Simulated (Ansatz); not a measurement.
`CC(=N)[SiH3]` + NH₃ → `N[SiH3]` + `CC=N` at 700 K and 1 bar (ligand exchange at the Si–C bond).

Computed with Ansatz on PBE0-D4/def2-TZVP structures; ΔE is electronic, products minus reactants. CBS: MP2 limit from def2 TZ/QZ plus the TZ coupled-cluster correction, frozen cores. This one scheme is used for every species. Each species was taken in one conformer, which may not be the lowest.

```
       species  CCSD(T)/CBS energy (Eh)  H − E (kJ/mol)  S (J/(mol·K))
`CC(=N)[SiH3]`               -424.06845           292.3          430.1
           NH₃                -56.50880           116.9          226.5
     `N[SiH3]`               -346.80422           180.7          336.3
        `CC=N`               -133.79309           226.8          331.3
```

H − E and S are ideal-gas, rigid-rotor, harmonic terms from PBE0-D4/def2-TZVP, for one conformer and one mirror image of each species. 1 Eh = 2625.50 kJ/mol, R = 8.31446 J/(mol·K).

**Question.** By hand: ΔE, ΔH, ΔS and ΔG.

**Answer.** ΔE = (-346.80422) + (-133.79309) − (-424.06845) − (-56.50880) = -0.02006 Eh = -52.7 kJ/mol. Δ(H − E) = 180.7 + 226.8 − 292.3 − 116.9 = -1.7, so ΔH = -54.4 kJ/mol. ΔS = 336.3 + 331.3 − 430.1 − 226.5 = 11.0 J/(mol·K). ΔG = -54.4 − 700 × (11.0)/1000 = -62.1 kJ/mol.

**Question.** By hand: the equilibrium constant, and the temperature at which ΔG would vanish if ΔH and ΔS stayed fixed.

**Answer.** log₁₀ K = −ΔG/(RT ln 10) = 4.6. ΔH and −TΔS have one sign here, so there is no such temperature.

The number of gas molecules stays the same, so ΔS is small and ΔH decides. A doubt of 5 kJ/mol in ΔE shifts log₁₀ K by 0.4 here. Other conformers and mirror images would add mixing entropy, several J/(mol·K) or more a flexible species. These are equilibria of isolated gas molecules and say nothing of rates. Largest T1 diagnostic: 0.012 (customary marks: 0.02 for closed shells, 0.045 for open ones).

ΔS is within the doubt of such terms, so its sign, and with it that verdict, could turn.
